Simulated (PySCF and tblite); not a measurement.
The numbers below are computed, except where a source is named.
C₆H₁₂Se, numbered as in [CH3:1][C@H:2]1[CH2:3][CH2:4][C@H:5]([CH3:6])[Se:7]1.

Conformers came from 60 starts (ETKDG and KDG, UFF, GFN2-xTB); geometries are GFN2-xTB. Free energies are PBE0-D3(BJ)/pcSseg-1 single points with GFN2-xTB rigid-rotor and vibrational terms (modes under about 100 cm⁻¹ blended into free rotors). Symmetry numbers and mirror images are counted. Conformers within 2.5 kcal/mol (GFN2-xTB free energy) were kept, 3 at most. Couplings: B3LYP/6-31G* with pcJ-1 on H (gas phase; spin-dipole term only for pairs with B, N, F, Si or P). Couplings are for ¹H. H–H couplings come out 0.1 to 0.9 Hz lower than with pcJ-1 on all atoms. Of two unlike H on one atom, a is the less shielded (PBE0/pcSseg-1). Run with PySCF (density fitting) and tblite.

The 5-ring runs over atoms 2–3–4–5–7.

```tsv
conformer	shape	weight %
1	5-ring twist (ring torsions -56, 41, -14, -14, 41°)	68.1
2	5-ring twist (ring torsions 54, -39, 14, 14, -39°)	31.9
```

Problem. Give the couplings in each conformer and the averages at 298.15 K (pairs that fast motion interchanges averaged).

Solution. 
| coupling | pairs | 1 | 2 | average (Hz) |
| --- | --- | --- | --- | --- |
| ²J(H1,H1) | 6 | -13.6 | -13.6 | -13.6 |
| ³J(H1,H2) | 6 | 7.2 | 7.8 | 7.4 |
| ³J(H2,H3b) | 2 | 11.9 | 0.9 | 8.4 |
| ³J(H2,H3a) | 2 | 5.7 | 8.6 | 6.6 |
| ²J(H3b,H3a) | 2 | -12.6 | -13.1 | -12.8 |
| ³J(H3b,H4b) | 1 | 13.8 | 1.8 | 10.0 |
| ³J(H3b,H4a) | 2 | 4.5 | 5.5 | 4.8 |
| ³J(H3a,H4a) | 1 | 2.0 | 14.9 | 6.1 |

Spin–orbit effects of the heavy atoms on shieldings are missing.
